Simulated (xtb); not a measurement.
Cl2NbO, charge +1, singlet, geometry from GFN2-xTB (such geometries of metal compounds can be far from the true shape) (the multiplicity is a formal guess); GFN1-xTB (xtb 6.7.1).

xtb was given this input:
```
$ xtb mol.xyz --gfn 1 --chrg 1 --acc 0.1 --json

# file mol.xyz
4

Nb     0.44595350     0.29895604     0.07331566
O      1.46993188    -0.94361898    -0.44723207
Cl    -0.76328112    -0.71153418     1.62148469
Cl    -1.00398643     0.43457855    -1.58784266
```

What the program printed (banner, timings and long lists left out):

```
   ID    Z sym.   atoms
    1   41 Nb     1
    2    8 O      2
    3   17 Cl     3, 4

           -------------------------------------------------
          |                Calculation Setup                |
           -------------------------------------------------

           -------------------------------------------------
          |                 G F N 1 - x T B                 |
           -------------------------------------------------

          ...................................................
          :                      SETUP                      :
          :.................................................:
          :  # basis functions                  34          :
          :  # atomic orbitals                  31          :
          :  # shells                           11          :
          :  # electrons                        24          :
          :  # halogen bonds                     2          :
          :  max. iterations                   250          :
          :  Hamiltonian                  GFN1-xTB          :
          :  restarted?                      false          :
          :  GBSA solvation                  false          :
          :  PC potential                    false          :
          :  electronic temp.          300.0000000     K    :
          :  accuracy                    0.1000000          :
          :  -> integral cutoff          0.3500000E+02      :
          :  -> integral neglect         0.1000000E-08      :
          :  -> SCF convergence          0.1000000E-06 Eh   :
          :  -> wf. convergence          0.2000000E-05 e    :
          :  Broyden damping             0.4000000          :
          :  net charge                          1          :
          :  unpaired electrons                  0          :
          ...................................................

 iter      E             dE          RMSdq      gap      omega  full diag
   1    -14.6997946 -0.146998E+02  0.703E+00    1.91       0.0  T
   2    -14.6066288  0.931658E-01  0.653E+00    1.62       1.0  T
   3    -14.6976225 -0.909937E-01  0.445E+00    2.11       1.0  T
   4    -14.7293915 -0.317690E-01  0.132E+00    1.87       1.0  T
   5    -14.7383686 -0.897712E-02  0.327E-01    1.92       1.0  T
   6    -14.7388109 -0.442272E-03  0.726E-02    1.91       1.0  T
   7    -14.7388283 -0.173991E-04  0.742E-03    1.91       6.7  T
   8    -14.7388286 -0.339398E-06  0.184E-03    1.91      27.1  T
   9    -14.7388286 -0.107998E-07  0.428E-04    1.91     116.8  T
  10    -14.7388286 -0.726663E-09  0.591E-06    1.91    8455.6  T
  11    -14.7388286 -0.135003E-12  0.226E-07    1.91  100000.0  T

   *** convergence criteria satisfied after 11 iterations ***

         :::::::::::::::::::::::::::::::::::::::::::::::::::::
         ::                     SUMMARY                     ::
         :::::::::::::::::::::::::::::::::::::::::::::::::::::
         :: total energy             -14.686093148774 Eh    ::
         :: gradient norm              0.040934476544 Eh/a0 ::
         :: HOMO-LUMO gap              1.914320715597 eV    ::
         ::.................................................::
         :: SCC energy               -14.738828603318 Eh    ::
         :: -> electrostatic           0.184565031172 Eh    ::
         :: repulsion energy           0.054430955319 Eh    ::
         :: dispersion energy         -0.001695500775 Eh    ::
         :: halogen bond corr.         0.000000000000 Eh    ::
         :: add. restraining           0.000000000000 Eh    ::
         :: total charge               1.000000000000 e     ::
         :::::::::::::::::::::::::::::::::::::::::::::::::::::

           -------------------------------------------------
          |                Property Printout                |
           -------------------------------------------------

    * Orbital Energies and Occupations

         #    Occupation            Energy/Eh            Energy/eV
      -------------------------------------------------------------
         1        2.0000           -1.1365208             -30.9263
         2        2.0000           -1.1251831             -30.6178
         3        2.0000           -0.9166927             -24.9445
         4        2.0000           -0.7003569             -19.0577
         5        2.0000           -0.6993498             -19.0303
         6        2.0000           -0.6975785             -18.9821
         7        2.0000           -0.6877523             -18.7147
         8        2.0000           -0.6715679             -18.2743
         9        2.0000           -0.6687900             -18.1987
        10        2.0000           -0.6598845             -17.9564
        11        2.0000           -0.6555037             -17.8372
        12        2.0000           -0.6491467             -17.6642 (HOMO)
        13                         -0.5787967             -15.7499 (LUMO)
        14                         -0.5557550             -15.1229
        15                         -0.5456704             -14.8484
        16                         -0.5071124             -13.7992
        17                         -0.4799207             -13.0593
        18                         -0.3282226              -8.9314
        19                         -0.2531614              -6.8889
        20                         -0.2528576              -6.8806
        21                         -0.2526250              -6.8743
        22                         -0.2519799              -6.8567
        23                         -0.2498653              -6.7992
       ...                                ...                  ...
        31                          0.2103877               5.7249
      -------------------------------------------------------------
                  HL-Gap            0.0703500 Eh            1.9143 eV
             Fermi-level           -0.6139717 Eh          -16.7070 eV

  Mulliken/CM5 charges         n(s)   n(p)   n(d)
     1Nb    1.60264  2.09590   0.509  0.545  2.343
     2O    -0.52230 -0.80618   1.738  4.785  0.000
     3Cl   -0.04017 -0.14486   1.866  5.183 -0.009
     4Cl   -0.04017 -0.14486   1.866  5.183 -0.009

Wiberg/Mayer (AO) data.
largest (>0.10) Wiberg bond orders for each atom

 ---------------------------------------------------------------------------
     #   Z sym  total        # sym  WBO       # sym  WBO       # sym  WBO
 ---------------------------------------------------------------------------
     1  41 Nb   5.195 --     2 O    2.246     3 Cl   1.475     4 Cl   1.475
     2   8 O    2.381 --     1 Nb   2.246
     3  17 Cl   1.592 --     1 Nb   1.475
     4  17 Cl   1.592 --     1 Nb   1.475
 ---------------------------------------------------------------------------

Topologies differ in total number of bonds
Writing topology from bond orders to xtbtopo.mol

 dipole moment from electron density (au)
     X       Y       Z
   0.4524   3.3508   1.1627  total (Debye):    9.088

           -------------------------------------------------
          | TOTAL ENERGY              -14.686093148774 Eh   |
          | GRADIENT NORM               0.040934476544 Eh/α |
          | HOMO-LUMO GAP               1.914320715597 eV   |
           -------------------------------------------------

normal termination of xtb
```
